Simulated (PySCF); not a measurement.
**C7H8FN: full NMR table**

```
Formula                               : C7H8FN
SMILES                                : C=C(/C=C1/CC=N1)CF
Point group of the computed structure : Cs
Degrees of unsaturation               : 4
Carbon signals                        : 7
Proton signals                        : 6
```

Atom-mapped SMILES (the numbers label the heavy atoms): `[CH2:1]=[C:2](/[CH:3]=[C:4]1/[CH2:5][CH:6]=[N:7]1)[CH2:8][F:9]` (H(Xn): hydrogen on atom n). Ha(C1) is cis to C3; Hb(C1) is trans to C3.

Non-relativistic, equivalent nuclei averaged, isolated molecule, one conformer. Geometry: GFN2-xTB; shieldings: GIAO PBE0/pcSseg-1; PySCF 2.14.

δ = σ(ref) − σ, references computed at the same level: 1H, 13C against TMS; 19F against CFCl3; 15N vs NH3.

| carbon | δC, type | δH (multiplicity) | HMBC from (2–3 bonds) | span of the C tensor (ppm) |
| --- | --- | --- | --- | --- |
| C1 | 120.3, CH2 | Hb(C1) 5.84 (m); Ha(C1) 5.57 (m) | H(C8), H(C3) | 201 |
| C2 | 151.7, C | – | H(C8), Hb(C1), H(C3), Ha(C1) | 225 |
| C3 | 120.4, CH | 5.71 (m) | H(C8), Hb(C1), Ha(C1), H(C5) | 151 |
| C4 | 155.8, C | – | H(C6), H(C3), H(C5) | 171 |
| C5 | 45.1, CH2 | 3.58 (m) | H(C6), H(C3) | 40 |
| C6 | 191.8, CH | 8.91 (t) | H(C5) | 261 |
| C8 | 88.8, CH2 | 5.97 (m) | Hb(C1), H(C3), Ha(C1) | 74 |

Other nuclei:
| atoms | nucleus | environment | δ (ppm) | σ (ppm) |
| --- | --- | --- | --- | --- |
| F9 | 19F | fluorine on an sp3 carbon | -262.3 | 433.2 |
| N7 | 15N | imine nitrogen | 443.4 | -175.7 |

Carbon types of the structure: 2 × C, 2 × CH, 3 × CH2, which accounts for all hydrogens. δC 191.8: C=N carbon. δC 155.8, 151.7: fully substituted alkene carbon; the olefinic region. δC 120.4: alkene CH; the olefinic region. δC 120.3: terminal =CH2 carbon; an sp2 carbon of a C=C bond. δC 88.8: allylic sp3 CH2 bonded to F; pulled downfield by the heteroatom.

Splittings by 19F in the carbon and heteronuclear signals aren't shown, as no couplings were computed. Shifts are as computed. Against solution values, carbons near 30 ppm lie about +3 ppm off and those near 130 ppm about +5 ppm. Of 1211 compounds with measured shifts, 218 miss one by over three times the rms of a fit or turn the order of signals round; such compounds aren't used in these exercises. Unscaled 19F shifts against computed CFCl3 carry errors that often reach 10 to 50 ppm. Experimental scales use liquid or dissolved standards, which lie at an offset from isolated NH3 (liquid NH3: subtract about 20 ppm). Unscaled 15N shifts of sp2 nitrogen come out 20 to 40 ppm too high even then. Multiplicities follow the n + 1 count of equivalent neighbours, as no J values were calculated; m marks all less simple cases, F and P coupling included.
